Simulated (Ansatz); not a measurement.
Cost against result

Saddle point of BH$_{3}$Cl$_{2}$O, closed shell (BHCl₂ ([Cl][BH][Cl]) + H₂O → BHCl₂O ([OH][B]([Cl])[Cl]) + H₂; bonds formed: H2–H5; dative contacts that become bonds: B1–O6; bonds broken: B1–H2, H5–O6), PBE0-D4/def2-TZVP structure:

```csv
atom,x (Å),y (Å),z (Å)
B1,-0.4107,-0.0867,-0.1476
H2,-0.0090,-1.2450,0.4136
Cl3,-0.1026,-0.2164,-1.9103
Cl4,-2.0689,0.2323,0.4042
H5,0.6329,-0.4928,0.7229
O6,0.6450,0.7590,0.5752
H7,1.3134,1.0497,-0.0581
```

Barriers are electronic and count from the start structure reached by relaxing down the imaginary mode.

Ansatz 0.2.0; basis: as named in each row; cores frozen in the correlated methods. B3LYP uses VWN-RPA correlation. Extrapolation: Hartree–Fock as exp(−7.88 √X), correlation as X^−2.97.

Times are rough, for one single point on 2 threads of a shared host (Arm Neoverse V2).

The estimate by CCSD(T) at an estimated basis limit (MP2 extrapolated from triple and quadruple zeta, plus CCSD(T) − MP2 in triple zeta) is 134.2 kJ/mol.

| method | basis | time (s) | barrier (kJ/mol) | method less estimate |
| --- | --- | --- | --- | --- |
| HF | STO-3G | under 1 | 331.8 | 197.6 |
| PBE-D4 | STO-3G | under 1 | 202.5 | 68.4 |
| SPW92 | def2-SVP | under 1 | 83.2 | -50.9 |
| PBE-D4 | def2-SVP | under 1 | 96.3 | -37.9 |
| B3LYP-D4 | 6-31G | under 1 | 160.3 | 26.2 |
| PBE0-D4 | def2-SVP | 1 | 113.8 | -20.3 |
| SPW92 | def2-TZVPP | 1 | 91.2 | -42.9 |
| CCSD(T) | def2-SVP | 2 | 130.8 | -3.3 |
| PBE-D4 | def2-TZVPP | 2 | 102.9 | -31.2 |
| BLYP-D4 | def2-TZVPP | 2 | 114.8 | -19.4 |
| B3LYP-D4 | def2-TZVPP | 2 | 125.7 | -8.5 |
| BHLYP-D4 | def2-TZVPP | 2 | 143.7 | 9.6 |
| PBE0-D4 | def2-TZVPP | 3 | 118.0 | -16.1 |
| CAM-B3LYP-D4 | def2-TZVPP | 3 | 129.2 | -4.9 |
| r2SCAN-D4 | def2-TZVPP | 4 | 112.5 | -21.7 |
| RPA on PBE | def2-TZVPP | 4 | 129.9 | -4.2 |
| wB97M-V | def2-SVP | 4 | 122.5 | -11.7 |
| r2SCAN0-D4 | def2-TZVPP | 4 | 123.9 | -10.3 |
| PBE-QIDH | def2-TZVPP | 5 | 128.3 | -5.8 |
| B2PLYP | def2-TZVPP | 5 | 128.8 | -5.4 |
| wB97X-V | def2-TZVPP | 7 | 129.0 | -5.1 |
| B97M-V | def2-TZVPP | 8 | 120.9 | -13.3 |
| wB97M-V | def2-TZVPP | 8 | 128.9 | -5.3 |
| MP2 | def2-QZVPP | 14 | 128.5 | -5.7 |
| CCSD(T) | def2-TZVPP | 51 | 132.6 | -1.5 |

All methods are single points on the PBE0-D4 structures.

No T1 diagnostic of these runs exceeds 0.012.

The step is the kind of ligand exchange by which a precursor binds to a hydroxyl group, or is hydrolysed, in atomic layer deposition of oxides.

Labels in which every atom is bracketed show which atoms are joined, not bond orders.
